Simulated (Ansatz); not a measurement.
C2H9GaOS, relaxed with RKS PBE0-D4/def2-TZVP in Ansatz 0.2.0 from a PBE-D4/def2-SVP geometry. The force threshold is 0.005 eV/Å; the program also tests the step.

The species carries charge 0 and has multiplicity 1. The bonds changed during the relaxation, so this is another structure than the one it started from.

Start:

```xyz
14

C     1.363   -1.288    0.767
Ga   -0.044    0.019    0.275
C     0.045    1.991    0.210
O    -0.377   -0.503   -1.860
S    -2.161   -0.878    0.589
H     2.306   -1.111    0.209
H     1.594   -1.190    1.848
H     1.034   -2.332    0.593
H    -0.765    2.397   -0.428
H     1.017    2.335   -0.196
H    -0.073    2.416    1.227
H     0.134   -1.302   -2.098
H    -1.261   -0.858   -1.554
H    -2.813    0.305    0.418
```

Question: How much energy does the relaxation release, and in how many steps? (Estimate.)

Answer: Computed: 0.06 eV, in 9 steps, 1 of them rejected.

Question: Which bonds change most? (An estimate is asked.)

Answer: Ansatz gave: Ga2–S5 from 2.320 to 2.283 Å; O4–H13 from 1.001 to 0.974 Å; S5–H14 from 1.362 to 1.343 Å; C1–H7 from 1.109 to 1.093 Å.

Question: Give the relaxed structure. (An estimate is asked.)

Answer: Ansatz gave: 
```xyz
14

C     1.337   -1.275    0.766
Ga   -0.087    0.008    0.304
C     0.039    1.966    0.207
O    -0.341   -0.520   -1.835
S    -2.176   -0.840    0.662
H     2.248   -1.085    0.192
H     1.594   -1.185    1.824
H     1.024   -2.307    0.592
H    -0.762    2.376   -0.411
H     0.996    2.279   -0.215
H    -0.048    2.402    1.205
H     0.218   -1.255   -2.107
H    -1.227   -0.890   -1.674
H    -2.816    0.328    0.489
```
